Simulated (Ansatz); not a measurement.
Cost and result for the atomization energy of H8N2O2Si2 (`N[Si](N)(O)O[SiH3]`) (14 atoms, 13 bonds).

```xyz
14

N    -0.3707   -1.9833    0.0678
Si    0.3549   -0.5764   -0.5274
N    -0.7254    0.0856   -1.6661
O     1.8380   -1.0713   -1.0240
O     0.6490    0.6494    0.5297
Si   -0.1622    1.6414    1.5421
H    -1.3489   -2.0320    0.2900
H     0.1684   -2.7211    0.4854
H    -0.6598    1.0544   -1.9311
H    -1.0722   -0.4810   -2.4224
H     2.5439   -0.4326   -0.9195
H    -1.2487    0.9117    2.2490
H     0.7965    2.1805    2.5390
H    -0.7628    2.7747    0.7875
```

Charge 0, multiplicity 1. The structure was optimised at the PBE0-D4/def2-TZVP level. It is one conformer, not always the lowest. Program: Ansatz. All runs use 2 threads of an AMD EPYC 7R13 on a shared host and a share of an NVIDIA H100 80 GB. Times are those of one run each, without the atoms' runs, and a repeat can differ threefold. Electronic energies, without spin–orbit coupling; frozen cores. CCSD(T)/CBS adds CCSD(T) − MP2 in def2-TZVPP to the MP2 limit, and its time is that of the two runs behind it. T1 = 0.011. B3LYP takes the VWN-RPA correlation (the form of Gaussian; ORCA's B3LYP/G).

CCSD(T)/CBS is a level of theory with its own doubt, some kJ/mol a heavy atom from the limit and from the frozen cores, so smaller differences don't rank the functionals.

```tsv
level	functions	wall time	atomization (kJ/mol)	difference from CCSD(T)/CBS	per bond
B2PLYP/def2-TZVPP	320	3.1 s	5144.8	-82.3	-6.3
ωB97X-V/def2-TZVPP	320	3.7 s	5229.3	2.2	0.2
PBE0-D4/def2-TZVPP	320	3.8 s	5137.2	-89.9	-6.9
PBE-D4/def2-TZVPP (with forces)	320	3.8 s	5230.8	3.7	0.3
ωB97M-V/def2-TZVPP (with forces)	320	4.5 s	5228.0	0.9	0.1
B3LYP-D4/def2-TZVPP (with forces)	320	4.6 s	5203.2	-23.9	-1.8
CCSD(T)/def2-TZVPP	320	5.5 s	5052.4	-174.7	-13.4
r2SCAN-D4/def2-TZVPP (with forces)	320	6.5 s	5181.0	-46.1	-3.6
MP2/def2-QZVPP	608	9 s	5245.1	18.0	1.4
CCSD(T)/CBS(def2)	–	15 s	5227.1	0.0	0.0
```

From PBE to PBE0 (25 % exact exchange), in def2-TZVPP and without D4, the atomization energy moves by −88.7 kJ/mol: exact exchange takes away binding that semilocal exchange gives to molecules. The D4 term adds +53.8 kJ/mol with B3LYP and +28.7 kJ/mol with PBE0; it sums over pairs of atoms, weighted by their polarisabilities, and B3LYP, whose exchange is more repulsive, gets the larger term. In def2-TZVPP, CCSD(T) changes the Hartree–Fock value by +1379.9 kJ/mol (the triples alone add +71.0 kJ/mol) and MP2 by +1466.6 kJ/mol; breaking electron pairs costs correlation energy, which Hartree–Fock lacks.
